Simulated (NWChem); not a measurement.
Molecule: SeCl2; SMILES [Se](Cl)Cl

```xyz
3

Se     0.0000     0.0000     0.6874
Cl    -1.7111     0.0000    -0.6870
Cl     1.7111     0.0000    -0.6870
```
Atoms are numbered in this order, from 1.

Level: B3LYP/6-31G* (spherical d) (NWChem), optimised geometry, unscaled harmonic frequencies. This build's default masses of Se (78.918 u) and Br (79.917 u) are each other's, which moves their modes by up to 0.6 %.

Task: List the harmonic frequencies with IR intensities, and the thermochemistry.

Result: 
```
frequency (cm⁻¹)  IR intensity (km/mol)
----------------  ---------------------
152                                 1.0
389                                58.4
409                                10.8
```

```yaml
zero_point_energy: 1.4 kcal/mol
thermal correction to the enthalpy at 298.15 K (with zero-point energy): 4.5 kcal/mol
heat capacity Cv: 10.8 cal/(mol K)
entropy at 298.15 K and 1 atm (symmetry number 2): 70.8 cal/(mol K)
dipole_moment: 1.32 D
```

Rigid rotor and harmonic oscillator.
